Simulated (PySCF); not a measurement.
## Two-component Hartree-Fock for Pb³⁺ (lead, charge +3)

Start: [Xe] 4f14 5d10 6s1; 6s1/2 filled at m_j = +1/2. Calculated with PySCF 2.14 in x2c-TZVPall-2c: generalised Hartree-Fock with the X2C-1e Hamiltonian and a Gaussian nucleus; spin-orbit coupling (SO) screened by Boettger's factors. This is a chosen level, not necessarily the ground level.

```json
{"spinor shell": "1s1/2", "electrons": "2", "ε, screened SO (eV)": "-88499.7", "weight of nominal j (screened SO)": "1.000", "rms radius, screened SO (bohr)": "0.0181"}
{"spinor shell": "2s1/2", "electrons": "2", "ε, screened SO (eV)": "-16007.3", "weight of nominal j (screened SO)": "1.000", "rms radius, screened SO (bohr)": "0.0730"}
{"spinor shell": "2p1/2", "electrons": "2", "ε, screened SO (eV)": "-15349.5", "weight of nominal j (screened SO)": "1.000", "rms radius, screened SO (bohr)": "0.0617"}
{"spinor shell": "2p3/2", "electrons": "4", "ε, screened SO (eV)": "-13155.0", "weight of nominal j (screened SO)": "1.000", "rms radius, screened SO (bohr)": "0.0700"}
{"spinor shell": "3s1/2", "electrons": "2", "ε, screened SO (eV)": "-3936.5", "weight of nominal j (screened SO)": "1.000", "rms radius, screened SO (bohr)": "0.186"}
{"spinor shell": "3p1/2", "electrons": "2", "ε, screened SO (eV)": "-3640.5", "weight of nominal j (screened SO)": "1.000", "rms radius, screened SO (bohr)": "0.178"}
{"spinor shell": "3p3/2", "electrons": "4", "ε, screened SO (eV)": "-3144.1", "weight of nominal j (screened SO)": "1.000", "rms radius, screened SO (bohr)": "0.195"}
{"spinor shell": "3d3/2", "electrons": "4", "ε, screened SO (eV)": "-2663.0", "weight of nominal j (screened SO)": "1.000", "rms radius, screened SO (bohr)": "0.170"}
{"spinor shell": "3d5/2", "electrons": "6", "ε, screened SO (eV)": "-2557.8", "weight of nominal j (screened SO)": "1.000", "rms radius, screened SO (bohr)": "0.175"}
{"spinor shell": "4s1/2", "electrons": "2", "ε, screened SO (eV)": "-952.51", "weight of nominal j (screened SO)": "1.000", "rms radius, screened SO (bohr)": "0.408"}
{"spinor shell": "4p1/2", "electrons": "2", "ε, screened SO (eV)": "-823.30", "weight of nominal j (screened SO)": "1.000", "rms radius, screened SO (bohr)": "0.412"}
{"spinor shell": "4p3/2", "electrons": "4", "ε, screened SO (eV)": "-700.07", "weight of nominal j (screened SO)": "1.000", "rms radius, screened SO (bohr)": "0.446"}
{"spinor shell": "4d3/2", "electrons": "4", "ε, screened SO (eV)": "-489.37", "weight of nominal j (screened SO)": "1.000", "rms radius, screened SO (bohr)": "0.455"}
{"spinor shell": "4d5/2", "electrons": "6", "ε, screened SO (eV)": "-465.72", "weight of nominal j (screened SO)": "1.000", "rms radius, screened SO (bohr)": "0.466"}
{"spinor shell": "5s1/2", "electrons": "2", "ε, screened SO (eV)": "-195.46", "weight of nominal j (screened SO)": "1.000", "rms radius, screened SO (bohr)": "0.916"}
{"spinor shell": "4f5/2", "electrons": "6", "ε, screened SO (eV)": "-190.14", "weight of nominal j (screened SO)": "1.000", "rms radius, screened SO (bohr)": "0.493"}
{"spinor shell": "4f7/2", "electrons": "8", "ε, screened SO (eV)": "-185.17", "weight of nominal j (screened SO)": "1.000", "rms radius, screened SO (bohr)": "0.495"}
{"spinor shell": "5p1/2", "electrons": "2", "ε, screened SO (eV)": "-149.25", "weight of nominal j (screened SO)": "1.000", "rms radius, screened SO (bohr)": "0.983"}
{"spinor shell": "5p3/2", "electrons": "4", "ε, screened SO (eV)": "-126.23", "weight of nominal j (screened SO)": "1.000", "rms radius, screened SO (bohr)": "1.07"}
{"spinor shell": "5d3/2", "electrons": "4", "ε, screened SO (eV)": "-59.359", "weight of nominal j (screened SO)": "0.996", "rms radius, screened SO (bohr)": "1.34"}
{"spinor shell": "5d5/2", "electrons": "6", "ε, screened SO (eV)": "-56.399", "weight of nominal j (screened SO)": "0.997", "rms radius, screened SO (bohr)": "1.38"}
{"spinor shell": "6s1/2", "electrons": "1", "ε, screened SO (eV)": "-40.943", "weight of nominal j (screened SO)": "1.000", "rms radius, screened SO (bohr)": "2.27"}
```

```json
{"quantity": "E (hartree)", "screened SO": "-20901.65113"}
{"quantity": "M_J", "screened SO": "1/2"}
{"quantity": "⟨J²⟩", "screened SO": "0.751"}
{"quantity": "⟨L²⟩", "screened SO": "0.197"}
{"quantity": "⟨S²⟩", "screened SO": "0.948"}
```

Each row is a mean over spinors that exchange with the open shell spreads, by up to 0.483 eV (5s1/2).

Breit and QED terms are absent; they matter most for the inner s and p1/2 levels.

Densities and radii are taken from the X2C orbitals without a picture-change correction, which distorts them close to the nucleus.
